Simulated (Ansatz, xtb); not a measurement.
# Worked example: SiH3Cl + C2H3I → SiH3I + C2H3Cl

Species: SiH3Cl `[SiH3]Cl`, singlet; C2H3I (vinyl iodide) `C=CI`, singlet; SiH3I `[SiH3]I`, singlet; C2H3Cl `C=CCl`, singlet. The partners trade Cl for I: Si–Cl and C–I bonds give way to Si–I and C–Cl.

Shapes, held fixed at every level: PBE0-D4/def2-TZVP. Programs: Ansatz 0.2.0, xtb 6.7.1. The zero-point and thermal change to 298 K, harmonic and unscaled (PBE0-D4/def2-TZVP), is +0.4 kJ/mol.

At CCSD(T)/def2-TZVPP; 1 Eh = 2625.50 kJ/mol:

| species | energy (Eh) |
| --- | --- |
| SiH3Cl | -750.619512 |
| C2H3I | -374.980574 |
| SiH3I | -588.021398 |
| C2H3Cl | -537.569288 |

Q: Work out ΔH(298 K) of the reaction at this level.

A: 
1. Products less reactants: (-588.021398) + (-537.569288) − [(-750.619512) + (-374.980574)] = 0.009400 Eh = +24.7 kJ/mol.
2. With the thermal change: +24.7 + (+0.4) = +25.1 kJ/mol.

Other levels give +13.9 (PBE0-D4/def2-TZVPP) to +22.6 kJ/mol (B2PLYP/def2-TZVPP). No measured value is set beside it here. For atoms past krypton def2 sets carry core potentials with scalar relativity. Correlated rows may include outer-core shells of I, which these sets cover unevenly.
